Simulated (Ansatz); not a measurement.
Reaction (ligand exchange at the Sn–C bond): `C[NH][SnH2][CH]=O` + H–F → `C[NH][SnH2][F]` + `C=O`

Computed with Ansatz on PBE0-D4/def2-TZVP structures; ΔE is electronic, products minus reactants. CCSD(T)/CBS adds triple-zeta CCSD(T) − MP2 to the extrapolated MP2 energy (def2 sets, frozen cores). This one scheme is used for every species. DFT in def2-TZVPP. B3LYP here is the variant with VWN-RPA as its local correlation; programs differ in this. Elements past krypton have def2 core potentials. For Sn outer-core shells are correlated without core-valence functions, which leaves a few kJ/mol of doubt a bond. Each species was taken in one conformer, which may not be the lowest.

| level | ΔE (kJ/mol) | difference from CCSD(T)/CBS |
| --- | --- | --- |
| PBE-D4 | -87.0 | 7.0 |
| r2SCAN-D4 | -97.5 | -3.5 |
| B3LYP-D4 | -97.6 | -3.6 |
| ωB97X-V | -103.9 | -9.9 |
| B2PLYP | -102.5 | -8.5 |
| PBE | -91.7 | 2.3 |
| PBE0 | -93.7 | 0.3 |
| B3LYP | -104.9 | -10.9 |
| MP2/def2-TZVPP | -90.7 | 3.3 |
| SCS-MP2/def2-TZVPP | -98.6 | -4.6 |
| CCSD/def2-TZVPP | -94.8 | -0.8 |
| CCSD(T)/def2-TZVPP | -90.6 | 3.4 |
| HF/def2-QZVPP | -125.6 | -31.6 |
| SCS-MP2/def2-QZVPP | -101.5 | -7.5 |
| MP2/CBS(def2) | -94.0 | 0.0 |
| CCSD/CBS(def2) | -98.1 | -4.1 |
| CCSD(T)/CBS | -94.0 | 0 |

Largest T1 diagnostic among the species: 0.015.

In def2-TZVPP, CCSD(T) changes the Hartree–Fock value by +31.7 kJ/mol (the triples alone add +4.1 kJ/mol) and MP2 by +31.6 kJ/mol. The D4 term adds +7.3 kJ/mol with B3LYP and +4.2 kJ/mol with PBE0; it sums over pairs of atoms, weighted by their polarisabilities, and B3LYP, whose exchange is more repulsive, gets the larger term.
